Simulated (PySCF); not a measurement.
Job for PySCF: R-HF/3-21G on H4SSi (SMILES [SiH3]S), a point of a torsion scan.

```python
from pyscf import gto, scf, dft, mp
from pyscf.data.elements import chemcore

mol = gto.M(
    atom='''
    Si   -0.59477711   -0.04109569   -0.02136797
    S     1.43362896   -0.28800095   -0.68462245
    H    -0.72010183   -0.76847722    1.23418637
    H    -1.47805618   -0.59872265   -1.03831956
    H    -0.73876040    1.39582091    0.12303110
    H     1.56124106   -1.56254328   -0.34856527
    ''',
    basis='3-21g',
    charge=0, spin=0, verbose=3, max_memory=1800)
mf = scf.RHF(mol)
mf.conv_tol = 1e-8
mf.max_cycle = 100
mf.kernel()
if not mf.converged:
    mf = mf.newton().run(mf.mo_coeff, mf.mo_occ)
```

**Question.** Predict the final total energy.

**Answer.** -685.2712 hartree.
